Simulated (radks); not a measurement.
Initial-state core-level shifts of the iridium ion Ir+ when its valence configuration changes from [Xe] 4f14 5d7 6s1. All-electron calculation, scalar-relativistic Kohn-Sham, BLYP, spin-polarised, spherical densities, point nucleus; open shells are filled with parallel spins first (spin-orbit coupling, left out, can overturn this in heavy ions). Program: a radial shooting solver on a logarithmic mesh with Libxc functionals. Shifts are changes of the shell-averaged eigenvalues in eV (positive: less bound).

| valence | 1s | 2s | 4d | 5p |
|---|---|---|---|---|
| 4f13 5d7 6s2 | -14.836 | -16.009 | -14.869 | -6.163 |
| 4f13 5d7 6s1.5 6p0.5 | -15.620 | -16.784 | -15.648 | -6.927 |
| 4f12 5d8 6s2 | -26.942 | -29.231 | -26.746 | -9.365 |
| 4f14 5d6.5 6s1.5 | -1.545 | -1.608 | -1.581 | -1.411 |
| 4f13 5d7.5 6s1.5 | -13.128 | -14.229 | -13.131 | -4.633 |
| 4f12 5d8.5 6s1.5 | -25.130 | -27.344 | -24.910 | -7.752 |
| 4f14 5d6 6s1 6p1 | -4.620 | -4.738 | -4.687 | -4.284 |
| 4f13.5 5d7.5 6s1 | -5.681 | -6.189 | -5.690 | -1.579 |
| 4f11 5d8 6s2 6p1 | -45.045 | -48.672 | -44.428 | -17.496 |
